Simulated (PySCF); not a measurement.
Cartesian coordinates in Å; atom numbers follow the order of the lines, from 1:
```xyz
31

Si    0.264    0.551    0.700
C     0.329    0.253    2.551
C     0.795    1.145    3.434
H    -0.036   -0.706    2.945
H     1.170    2.126    3.119
H     0.822    0.944    4.511
C     2.000    0.817    0.021
C     3.132    0.668    0.719
H     2.098    1.113   -1.034
H     3.119    0.382    1.778
H     4.121    0.827    0.273
C    -0.687    2.126    0.319
C    -1.468    2.767    1.197
H    -0.583    2.570   -0.680
H    -1.612    2.393    2.217
H    -1.996    3.693    0.941
N    -0.521   -0.872    0.073
C    -0.726   -1.304   -1.304
C     0.464   -2.143   -1.789
C    -2.005   -2.143   -1.359
C    -0.890   -0.082   -2.206
H    -0.486   -1.663    0.709
H     0.319   -2.497   -2.822
H     1.393   -1.553   -1.749
H     0.601   -3.026   -1.144
H    -1.921   -3.020   -0.696
H    -2.201   -2.513   -2.378
H    -2.866   -1.547   -1.024
H     0.021    0.538   -2.212
H    -1.732    0.541   -1.872
H    -1.077   -0.395   -3.244
```

Geometry: PBE0-D3(BJ)/def2-SVP; GIAO shifts from PySCF 2.14.0 with density-fitted response routines, gas phase, non-relativistic, averaged over equivalent atoms.

At PBE0/pcSseg-1 (306 basis functions):
```json
{"atoms": "Si1", "δ (ppm)": "-24.1"}
{"atoms": "C2/C7/C12", "δ (ppm)": "145.5"}
{"atoms": "C3/C8/C13", "δ (ppm)": "143.2"}
{"atoms": "C18", "δ (ppm)": "49.3"}
{"atoms": "C19/C20/C21", "δ (ppm)": "35.2"}
{"atoms": "H4/H9/H14", "δ (ppm)": "6.34"}
{"atoms": "H5/H6/H10/H11/H15/H16", "δ (ppm)": "6.22"}
{"atoms": "H23/H24/H25/H26/H27/H28/H29/H30/H31", "δ (ppm)": "1.19"}
{"atoms": "H22", "δ (ppm)": "0.12"}
{"atoms": "N17", "δ (ppm)": "78.9"}
```

Referencing at the same level of theory: TMS for ²⁹Si (σref 351.99) and ¹³C (σref 184.41) and ¹H (σref 31.27); ¹⁵N (σref 265.67) vs NH3.

**Question.** What do these become at B3LYP/pcSseg-1?

**Answer.** 
| atoms | δ at B3LYP/pcSseg-1 | change |
| --- | --- | --- |
| Si1 | -25.9 | -1.8 |
| C2/C7/C12 | 146.4 | +0.9 |
| C3/C8/C13 | 142.1 | -1.1 |
| C18 | 51.0 | +1.7 |
| C19/C20/C21 | 35.8 | +0.6 |
| H4/H9/H14 | 6.21 | -0.13 |
| H5/H6/H10/H11/H15/H16 | 6.09 | -0.13 |
| H23/H24/H25/H26/H27/H28/H29/H30/H31 | 1.19 | +0.00 |
| H22 | 0.08 | -0.04 |
| N17 | 83.1 | +4.2 |

Referencing at the same level of theory: ²⁹Si (337.86 ppm) and ¹³C (179.24 ppm) and ¹H (31.38 ppm) vs TMS; NH3 for ¹⁵N (263.54 ppm).

The largest change is at N17 (nitrogen bonded to C, Si, H). Cost: 306 basis functions. The order of the carbon signals is the same at both levels.

Experimental scales use liquid or dissolved standards, which lie at an offset from isolated NH3 (liquid NH3: subtract about 20 ppm).
